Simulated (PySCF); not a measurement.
## State search for BTe⁺

Unrestricted PBE0; PySCF, scalar-relativistic core potentials, basis sets B def2-SVPD, Te def2-SVPD with ECP28. Outer shells of the fragments: B+ 2s2; Te 4d10 5s2 5p4.

Followed along the bond (rough minima from three points):

```
2Ms+1  unpaired  ⟨S²⟩ at the start  R at minimum (Å)  Te (eV)
    3  σ ↑, π ↑               2.01              2.06     0.00
    1  σ ↑, π ↓               1.05              2.07     0.11
    3      π ↑↑               2.01              2.55     0.75
    1      π ↑↓               1.01              2.54     1.13
    1      none               0.00  none in the scan   ≤ 0.75
```

Solutions found at the starting distance of 2.235 Å, counted from the lowest of them; the search is not exhaustive and high or unbound solutions are not listed, so other states can lie among these:

```
2Ms+1  unpaired   term  E (eV)  ⟨S²⟩  ⟨Lz²⟩  μ (D)
    3  σ ↑, π ↑     ³Π    0.00  2.01   1.02  -3.15
    1  σ ↑, π ↓  mixed    0.11  1.05   1.00  -3.14
    3      π ↑↑    ³Σ⁻    0.85  2.01   0.00  -0.67
    1      π ↑↓  mixed    1.22  1.01   2.01  -0.63
    1      none    ¹Σ⁺    1.38  0.00   0.00  -4.15
    1      none  mixed    2.25  0.00   2.00  -0.47
```

A term symbol is given only where ⟨S²⟩ and ⟨Lz²⟩ are close to those of a pure state; real π, δ and φ orbitals otherwise mix terms. A positive dipole points towards Te; it is taken about the centre of mass and depends on that origin.

Spin–orbit coupling is left out. Counting both spins, an empty level lies below a filled one in some of these solutions, because spin and occupation are held.
